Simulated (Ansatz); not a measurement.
Reaction (atomization): `[CH3][Zn][F]` → C• + F• + 3 H• + Zn (atom)

Isolated molecules relaxed with PBE0-D4/def2-TZVP in Ansatz; ΔE leaves out vibrations. CBS: MP2 limit from def2 TZ/QZ plus the TZ coupled-cluster correction, frozen cores. This one scheme is used for every species, atoms too. DFT in def2-TZVPP. HSE06 is defined as in plane-wave codes. Open shells (•) are unrestricted, without spin–orbit coupling. Spin–orbit coupling would lower the free atoms: a little for C, F. Bonds to Zn are less sure, by a few kJ/mol each and by 10 to 20 or more in all where they break to atoms, as the def2 sets lack core-valence functions. Scalar relativity is left out up to krypton.

Q: What is ΔE at CCSD(T)/CBS? (Estimate.)

A: Computed: +19.80 eV.

Q: What do these levels give: PBE-D4, HSE06-D4, BHLYP, MP2/def2-TZVPP, SCS-MP2/def2-TZVPP, HF/def2-QZVPP? (Estimate.)

A: The calculation gave: PBE-D4 20.03, HSE06-D4 19.67, BHLYP 18.88, MP2/def2-TZVPP 19.80, SCS-MP2/def2-TZVPP 19.54, HF/def2-QZVPP 14.59 eV.

Largest T1 diagnostic among the species: 0.017.

At CCSD(T), def2-SVP lies −1.20 eV from the extrapolated value and def2-TZVPP −0.52 eV: correlation converges slowly with the basis, and small sets miss more of it in the bonded molecule than in its fragments. From r2SCAN to r2SCAN0 (25 % exact exchange), in def2-TZVPP and without D4, ΔE moves by −0.38 eV: exact exchange takes away binding that semilocal exchange gives to molecules. In def2-TZVPP, CCSD(T) changes the Hartree–Fock value by +4.79 eV (the triples alone add +0.26 eV) and MP2 by +5.32 eV; breaking electron pairs costs correlation energy, which Hartree–Fock lacks.

For atomizations the MP2-based limit and the directly extrapolated one differ by several kJ/mol either way, and by 10 to 25 for some Ge, Se and Sn compounds, so smaller differences from it don't rank the levels.
